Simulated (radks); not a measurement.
Values are calculated unless marked as measured or tabulated.
Task: All-electron atom: Se4+ in [Ar] 3d10 4s2. Code: a radial shooting solver on a logarithmic mesh with Libxc functionals. Model: Dirac Kohn-Sham, LDA (Slater exchange, Perdew-Wang correlation), spin-unpolarised, spherical densities, point nucleus. Some entries of the table are withheld. Estimate them.

| orbital | occ. | eigenvalue (hartree) | r(max) (bohr) | <1/r> (bohr^-1) |
|---|---|---|---|---|
| 1s1/2 | 2 | -460.5612 | 0.02884 | 34.52 |
| 2s1/2 | 2 | -60.85798 | 0.1648 | 7.673 |
| 2p1/2 | 2 | -54.85037 | 0.1296 | (1) |
| 2p3/2 | 4 | -53.31813 | 0.1327 | (2) |
| 3s1/2 | 2 | -9.70553 | 0.5028 | 2.499 |
| 3p1/2 | 2 | -7.64822 | (3) | 2.382 |
| 3p3/2 | 4 | -7.43129 | (4) | 2.325 |
| 3d3/2 | 4 | (5) | 0.4488 | 2.054 |
| 3d5/2 | 6 | (6) | 0.4516 | 2.039 |
| 4s1/2 | 2 | -2.28518 | 1.418 | 0.8416 |

Result: 
(1) 2p1/2 <1/r> (bohr^-1): 7.647
(2) 2p3/2 <1/r> (bohr^-1): 7.410
(3) 3p1/2 r(max) (bohr): 0.4944
(4) 3p3/2 r(max) (bohr): 0.5031
(5) 3d3/2 eigenvalue (hartree): -3.86534
(6) 3d5/2 eigenvalue (hartree): -3.83198
